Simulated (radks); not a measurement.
Excited configurations of Ta2+: one electron is placed in a higher orbital outside [Xe] 4f14 5d2. The ground configuration is [Xe] 4f14 5d3. Calculated with a radial shooting solver on a logarithmic mesh with Libxc functionals: non-relativistic Kohn-Sham, r2SCAN, spin-polarised, spherical densities, point nucleus; open shells are filled with parallel spins first (spin-orbit coupling, left out, can overturn this in heavy ions); meta-GGA in the generalised Kohn-Sham scheme; relativity is left out, which matters for an element this heavy. Excitation = E - E(ground); binding = E(ion) - E, where the ion is the core of charge +3; n* = 3/sqrt(2 binding) in atomic units, and the quantum defect is n - n*.

| outer orbital | excitation (eV) | binding (eV) | eigenvalue (eV) | <r> (bohr) |
|---|---|---|---|---|
| 5f | 17.108 | 8.047 | -6.319 | 5.431 |
| 6p | 8.469 | 16.686 | -14.157 | 3.555 |
| 6d | 14.794 | 10.361 | -8.574 | 5.122 |
| 6f | 19.824 | 5.331 | -4.401 | 9.558 |
| 7s | 14.523 | 10.632 | -9.221 | 5.959 |
| 7p | 16.310 | 8.845 | -7.634 | 6.854 |
| 7d | 18.924 | 6.231 | -5.295 | 9.106 |

The Delta-SCF ionisation energy is 25.155 eV (NIST Atomic Spectra Database: 23 eV, theoretical). Self-interaction in the functional shifts the binding energies and quantum defects, so they are the method's values and not measured ones. Relativity is left out here, which matters for elements this heavy. Open shells are spherical and high-spin; term and fine-structure splittings are not resolved.
